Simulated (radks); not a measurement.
Ho46+, configuration [Ar] 3d3. Calculated with a radial shooting solver on a logarithmic mesh with Libxc functionals: scalar-relativistic Kohn-Sham, exchange-only LDA, spin-polarised, spherical densities, point nucleus; open shells are filled with parallel spins first (spin-orbit coupling, left out, can overturn this in heavy ions).

Normalised radial functions P(r) = r R(r), r in bohr:

r,3d down
0.0008425,0.0000
0.001063,0.0000
0.001351,0.0001
0.001717,0.0001
0.002165,0.0002
0.002753,0.0004
0.003472,0.0008
0.004413,0.0015
0.005566,0.0028
0.007075,0.0054
0.008995,0.0104
0.01134,0.0192
0.01442,0.0361
0.01819,0.0653
0.02312,0.1183
0.02939,0.2091
0.03706,0.3517
0.04712,0.5785
0.05942,0.8917
0.07554,1.3109
0.09603,1.7806
0.1211,2.1810
0.154,2.3873
0.1942,2.2578
0.2468,1.7718
0.3113,1.1207
0.3957,0.5205
0.503,0.1656
0.6344,0.0346
0.8064,0.0038
1.017,0.0002
1.293,0.0000

3d down (empty): eigenvalue -3782.4 eV, 0 radial nodes, <r> = 0.190 bohr, 90 % of the charge inside 0.290 bohr.
